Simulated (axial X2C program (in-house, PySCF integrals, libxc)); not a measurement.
TiNC⁺: properties at the nuclei

Calculated with an axial X2C code built on PySCF integrals: two-component X2C with atomic mean-field Coulomb and Gaunt terms, Gaussian nuclei, basis Ti dyall-v3z, N dyall-av3z, C dyall-v3z with contracted cores.

Ti–N–C held linear, with bonds 1.896 and 1.190 Å (near the PBE0 minimum at charge 1 of the determinant lowest at the starting distance; the state shown can have its own minimum elsewhere, held linear; other orders of the atoms were not compared).

Determinant lowest in the PBE0 search, Ω = 2 (⟨Sz⟩ = -1.00, ⟨Lz⟩ = 3.00 at PBE0), spin on the atoms Ti -1.00, N 0.03, C -0.03:

```json
{"level": "PBE0", "Eeff magnitude (GV/cm)": "0.0296", "Ws magnitude Ti (kHz)": "0.0025", "Ws magnitude N (kHz)": "0.000346", "A∥/gI Ti (MHz)": "368", "qzz Ti (a.u.)": "-0.55", "A∥/gI N (MHz)": "11.8", "qzz N (a.u.)": "-0.36", "A∥/gI C (MHz)": "7.93", "qzz C (a.u.)": "-1.06"}
{"level": "HF", "Eeff magnitude (GV/cm)": "0.0535", "Ws magnitude Ti (kHz)": "0.00622", "Ws magnitude N (kHz)": "0.00031", "A∥/gI Ti (MHz)": "387", "qzz Ti (a.u.)": "-0.54", "A∥/gI N (MHz)": "10.5", "qzz N (a.u.)": "-0.47", "A∥/gI C (MHz)": "5.69", "qzz C (a.u.)": "-1.22"}
{"level": "PBE", "Eeff magnitude (GV/cm)": "0.021", "Ws magnitude Ti (kHz)": "0.00119", "Ws magnitude N (kHz)": "0.000332", "A∥/gI Ti (MHz)": "359", "qzz Ti (a.u.)": "-0.63", "A∥/gI N (MHz)": "13.1", "qzz N (a.u.)": "-0.33", "A∥/gI C (MHz)": "10.6", "qzz C (a.u.)": "-0.97"}
```

Determinant 0.04 eV from it at PBE0 and this distance, Ω = 4 (⟨Sz⟩ = 1.00, ⟨Lz⟩ = 3.00 at PBE0), spin on the atoms Ti 1.00, N -0.03, C 0.03:

```csv
level,Eeff magnitude (GV/cm),Ws magnitude Ti (kHz),Ws magnitude N (kHz),A∥/gI Ti (MHz),qzz Ti (a.u.),A∥/gI N (MHz),qzz N (a.u.),A∥/gI C (MHz),qzz C (a.u.)
PBE0,0.0321,0.00143,0.000177,87.1,-0.55,-0.116,-0.36,3.77,-1.06
HF,0.0585,0.00351,0.000158,69.2,-0.54,-3.78,-0.47,2.31,-1.22
PBE,0.023,0.000746,0.000168,87.3,-0.64,1.91,-0.33,4.6,-0.97
```

Eeff is the effective electric field on the electron electric dipole moment in this Ω state and Ws the scalar–pseudoscalar constant of the nucleus named (defined with the proton number Z and per Ω); A∥ (defined per Ω) follows by multiplying with gI = μI/(I μN); qzz is the electric field gradient, eQq0 = 234.96 MHz × Q/barn × qzz. The operators were transformed with the bare-nucleus X2C matrices; with these basis sets, hyperfine constants and field gradients can be off by tens of per cent, and where levels differ in sign neither size nor sign is settled.

Task: With gI(47Ti) = -0.3154, Q(47Ti) = 0.302 barn, gI(14N) = 0.4038, Q(14N) = 0.02044 barn, gI(13C) = 1.4048 (g factors from the IAEA table of nuclear moments by Stone; Q from Pyykkö, Mol. Phys. 2018), turn the PBE0 values of the first state into constants in MHz.

Result: A∥(47Ti) = 368 × -0.3154 = -116 MHz; eQq0(47Ti) = 234.96 × (0.302) × (-0.55) = -39 MHz; A∥(14N) = 11.8 × 0.4038 = 4.76 MHz; eQq0(14N) = 234.96 × (0.02044) × (-0.36) = -1.73 MHz; A∥(13C) = 7.93 × 1.4048 = 11.1 MHz.

The molecule was held linear; bending was not examined, so a bent shape may lie lower.

Each state is one determinant with collinear spin, which with several unpaired electrons need not be a pure state. Unrestricted Hartree–Fock can overshoot spin polarisation at the nuclei. With several open shells hyperfine constants can be off by a factor of several. Where Eeff spreads by more than a factor of two the levels disagree and none is to be relied on. Open-shell Ω = 0 determinants with evenly filled partner blocks cannot be reached by this program, so the Ω shown need not be the lowest component. The search compared states at one distance, so a state with another bond length can lie lower. PBE0 term energies can be off by some tenths of an eV.
